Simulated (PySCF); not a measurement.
Al(H)(vinyl)(OMe) (C₃H₇AlO), SMILES C=[CH][AlH][O]C. Geometry optimised at ωB97X-D3(BJ)/def2-SVP. The structure was generated by enumeration; whether it is a known compound was not checked. The values are those of a single conformer.

Computed equilibrium geometry at ωB97X-D3(BJ)/def2-SVP (PySCF confirms it by a frequency run) as Cartesian coordinates in Å, and its point group (one conformer of several):
point group Cs.
```xyz
12

Al    -0.4209    -0.0775     0.0000
H     -2.0071    -0.1085     0.0000
C      0.5921    -1.7262     0.0000
C     -0.0724    -2.8940     0.0000
H      1.6897    -1.7756     0.0000
H      0.4339    -3.8692     0.0000
H     -1.1708    -2.9367     0.0000
O      0.3935     1.4146     0.0000
C      0.0577     2.7696     0.0000
H      0.4750     3.2730    -0.8907
H      0.4750     3.2730     0.8907
H     -1.0369     2.9386     0.0000
```
Charge 0, spin multiplicity 1.
